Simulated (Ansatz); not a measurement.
One change: `CC(F)(Cl)I` becomes `CC(Cl)I`.

Ansatz, PBE0-D4/def2-TZVP geometries, multiplicity 1. 

Elements past krypton have def2 core potentials.

| property | `CC(F)(Cl)I` |
| --- | --- |
| HOMO energy (B3LYP/def2-TZVPP) / eV | -7.41 |
| size of the dipole moment (PBE/def2-TZVPP) / D | 1.80 |
| HOMO energy (PBE/def2-TZVPP) / eV | -6.46 |
| HOMO energy (ωB97M-V/def2-TZVPP) / eV | -9.84 |
| HOMO–LUMO gap (ωB97M-V/def2-TZVPP) / eV | 10.18 |
| LUMO energy (ωB97M-V/def2-TZVPP) / eV | 0.35 |

Give the same properties after the change, and the shifts. (Estimate.)

The calculation gave: 
| property | `CC(Cl)I` | shift |
| --- | --- | --- |
| HOMO energy (B3LYP/def2-TZVPP) / eV | -7.25 | 0.16 |
| size of the dipole moment (PBE/def2-TZVPP) / D | 1.83 | 0.03 |
| HOMO energy (PBE/def2-TZVPP) / eV | -6.33 | 0.13 |
| HOMO energy (ωB97M-V/def2-TZVPP) / eV | -9.67 | 0.17 |
| HOMO–LUMO gap (ωB97M-V/def2-TZVPP) / eV | 10.31 | 0.13 |
| LUMO energy (ωB97M-V/def2-TZVPP) / eV | 0.65 | 0.30 |

With PBE0 the HOMO rises by 0.16 eV and the LUMO rises by 0.33 eV, so the gap widens by about 0.17 eV. PBE moves the HOMO by 0.13 eV and ωB97M-V by 0.17 eV. Dipoles are sizes alone; their direction can turn.

B3LYP here is the variant with VWN-RPA as its local correlation; programs differ in this.

Spin–orbit coupling is left out; it splits and shifts lone-pair levels of the heavy atoms by tenths of an eV.
